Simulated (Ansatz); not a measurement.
`BN(C)CC=C`. Charge 0, multiplicity 1.

```xyz
16

B    -0.0274   -1.8683   -0.6501
N    -0.0474   -0.4834   -0.6920
C     0.9664    0.3097   -1.3567
C    -1.0895    0.3009   -0.0654
C    -0.7074    0.9359    1.2386
C     0.3760    0.6574    1.9463
H     0.8771   -2.4529   -1.1736
H    -0.9195   -2.4414   -0.0935
H     1.7357   -0.3467   -1.7592
H     0.5276    0.8837   -2.1807
H     1.4310    1.0180   -0.6649
H    -1.4184    1.0870   -0.7588
H    -1.9581   -0.3440    0.0995
H    -1.4174    1.6710    1.6116
H     0.5703    1.1480    2.8922
H     1.1010   -0.0749    1.6067
```

(1) List the harmonic frequencies (cm⁻¹, unscaled) at PBE0-D4/def2-TZVP in Ansatz. (An estimate is asked.)

(2) Is this a minimum?

(3) Give the ideal-gas thermochemistry at 298.15 K and 1 bar (rigid rotor, harmonic oscillator; point group C1, symmetry number 1).

(4) Rotational constants (cm⁻¹)?

## Answers

(1) Ansatz gave: 93, 163, 185, 196, 370, 406, 412, 528, 571, 628, 853, 919, 947, 955, 987, 995, 1035, 1074, 1117, 1153, 1200, 1249, 1297, 1320, 1384, 1435, 1443, 1464, 1481, 1488, 1543, 1727, 2569, 2651, 3016, 3031, 3079, 3090, 3153, 3160, 3164, 3248.

(2) Yes, all 42 modes are real.

(3) Zero-point energy 363.5 kJ/mol; H(298) − E = 385.2 kJ/mol; entropy 343.2 J/(mol·K), of which translation 164.0, rotation 111.5, vibration 67.8; G(298) − E = 282.9 kJ/mol. Modes under 100 cm⁻¹ are hindered rotations or soft bends, so the harmonic entropy is rough.

(4) 0.1815, 0.08577, 0.08089.
